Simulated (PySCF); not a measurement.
O₄Ru, triplet, at a GFN2-xTB geometry (such geometries of metal compounds can be far from the true shape) (the multiplicity is a formal guess) (core potentials on Ru). Base run: PBE/def2-SVP (PySCF).

Here is a job for PySCF.
```python
from pyscf import gto, scf, dft

mol = gto.Mole()
mol.atom = '''
    Ru    0.01430486   -0.02340224   -0.12950598
    O     1.17675629    0.70822560   -0.92296003
    O     0.49309506   -0.54979544    1.45089418
    O    -0.98119096   -1.02816347   -0.84754838
    O    -0.76733713    0.99844565    1.03189713
'''
mol.basis = 'def2-svp'
mol.ecp = {'Ru': 'def2-svp'}
mol.spin = 2
mol.verbose = 4
mol.build()

mf = dft.UKS(mol)
mf.xc = 'pbe'
mf.kernel()
```

Variants of this job, named by their change:

| change | ΔE vs base (µEh) | grid points | electrons on the grid |
|---|---|---|---|
| base | 0.0 | 78504 | 47.99999 |
| grids.atom_grid = (30, 110) | 529 | 12216 | 48.00074 |
| grids.level = 1 | 16.7 | 28808 | 48.00001 |
| grids.level = 5 | -1.2 | 219784 | 48.00000 |
| grids.becke_scheme = stratmann | 1.8 | 78504 | 48.00000 |
| grids.radi_method = delley | 0.2 | 80344 | 47.99999 |
| grids.radi_method = mura_knowles | 0.2 | 73368 | 47.99999 |
| grids.prune = dft.gen_grid.treutler_prune | 0.6 | 71776 | 47.99999 |
| grids.level = 2 | 2.5 | 59056 | 47.99999 |
| small_rho_cutoff = 0 | 0.0 | 78504 | 47.99999 |
| grids.atom_grid = (150, 974) | -0.5 | 382504 | 48.00000 |

Open shells are given as the SCF converged; they aren't shown to be the lowest states, and a large step between rows can be another state.
